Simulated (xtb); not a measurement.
Harmonic IR lines of one isomer of C2H3N, unscaled. All values below come from GFN2-xTB in xtb 6.7.1.

wavenumber (cm⁻¹): 265 (vw), 565 (m), 642 (w), 713 (vs), 1098 (m), 1489 (m), 2325 (s), 3424 (w)

Name which structure gives these lines.
A. `C=C=N`
B. `C#CN`
C. `CC#N`

B, `C#CN`
